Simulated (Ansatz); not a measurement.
Consider the formal loss of a carbene: `FC[NH][SnH3]` → `[CH]F` + `[NH2][SnH3]`.

Isolated molecules relaxed with PBE0-D4/def2-TZVP in Ansatz; ΔE leaves out vibrations. CCSD(T)/CBS adds triple-zeta CCSD(T) − MP2 to the extrapolated MP2 energy (def2 sets, frozen cores). This one scheme is used for every species. Functionals use def2-TZVPP. Elements past krypton have def2 core potentials. For Sn outer-core shells are correlated without core-valence functions, which leaves a few kJ/mol of doubt a bond. One conformer a species, not always the lowest.

`FC[NH][SnH3]`:

```xyz
10

F     0.653    1.474   -1.307
C     0.033    0.210   -1.435
N     0.317   -0.658   -0.375
Sn   -0.274   -0.134    1.509
H     0.387   -0.194   -2.388
H    -1.038    0.420   -1.490
H     1.252   -1.037   -0.434
H    -0.204   -1.573    2.420
H    -1.864    0.438    1.302
H     0.739    1.055    2.199
```

`[CH]F`:

```xyz
3

C    -0.004    0.445   -0.247
F    -0.388    0.066    0.937
H     0.392   -0.512   -0.689
```

`[NH2][SnH3]`:

Cartesian coordinates in Å:
```
N -0.421 -0.294 -1.178
Sn 0.416 0.182 0.612
H -0.877 -1.198 -1.172
H -1.107 0.384 -1.485
H 1.552 -1.047 0.937
H 1.158 1.700 0.391
H -0.722 0.274 1.895
```

CCSD(T)/CBS gives +373.5 kJ/mol.

(1) Another level gave +385.6 kJ/mol. Which?
A. PBE-D4/def2-TZVPP
B. HF/def2-TZVPP
C. ωB97M-V/def2-TZVPP
D. PBE/def2-TZVPP

Largest T1 diagnostic among the species: 0.018.

Results:

(1) D. PBE 385.6, ωB97M-V 373.0, HF/def2-TZVPP 329.8, PBE-D4 392.6 kJ/mol.

The D4 term adds +11.2 kJ/mol with B3LYP and +6.0 kJ/mol with PBE0; it sums over pairs of atoms, weighted by their polarisabilities, and B3LYP, whose exchange is more repulsive, gets the larger term. In def2-TZVPP, CCSD(T) changes the Hartree–Fock value by +38.7 kJ/mol (the triples alone add +3.2 kJ/mol) and MP2 by +66.0 kJ/mol.

B3LYP here is the variant with VWN-RPA as its local correlation; programs differ in this.
